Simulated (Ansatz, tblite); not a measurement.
Rocksalt-halide family: gap (eV) at several levels, gas phase, relaxed structures; Ansatz, xTB through tblite. Core potentials for Rb in the def2 sets, no spin–orbit coupling. A dash marks a value that wasn't run or was left out as unsound. The structures are stationary points that may keep the symmetry of their start.

| species | state | geometry | GFN1-xTB | GFN2-xTB | PBE-D4/def2-SVP | r2SCAN-D4/def2-SVP | B3LYP-D4/6-31G | PBE0-D4/def2-SVP |
| --- | --- | --- | --- | --- | --- | --- | --- | --- |
| 2x2x4 KCl rock-salt block, 2x2x4 | singlet | PBE-D4/def2-SVP | 3.71 | 1.75 | 4.45 | 5.35 | 6.04 | 6.33 |
| 1x4x4 LiCl rock-salt block, 1x4x4 | singlet | PBE0-D4/def2-SVP | 4.51 | 4.36 | 4.66 | – | 6.19 | 6.60 |
| 2x2x4 NaCl rock-salt block, 2x2x4 | singlet | PBE-D4/def2-SVP | 5.90 | 2.18 | 5.00 | 6.00 | – | 6.99 |
| 1x4x4 NaCl rock-salt block, 1x4x4 | singlet | r2SCAN-D4/def2-SVP | 5.55 | 1.99 | 3.67 | 4.67 | 5.06 | 5.61 |
| 2x2x4 LiBr rock-salt block, 2x2x4 | singlet | PBE-D4/def2-SVP | 4.28 | 6.17 | 5.42 | 6.42 | 6.85 | 7.28 |
| 2x2x4 LiCl rock-salt block, 2x2x4 | singlet | PBE0-D4/def2-SVP | 5.30 | 4.81 | 5.94 | – | 7.58 | 7.91 |
| 1x4x4 RbCl rock-salt block, 1x4x4 | singlet | PBE-D4/def2-SVP | 1.47 | 1.60 | 3.15 | 4.02 | – | 4.93 |

Over the 3 species that have every level, the mean is 4.51 at GFN1-xTB, 3.30 at GFN2-xTB, 4.51 at PBE-D4/def2-SVP, 5.48 at r2SCAN-D4/def2-SVP, 5.98 at B3LYP-D4/6-31G, 6.40 at PBE0-D4/def2-SVP. Orbital gaps grow with the share of exact exchange and aren't one observable across functionals.
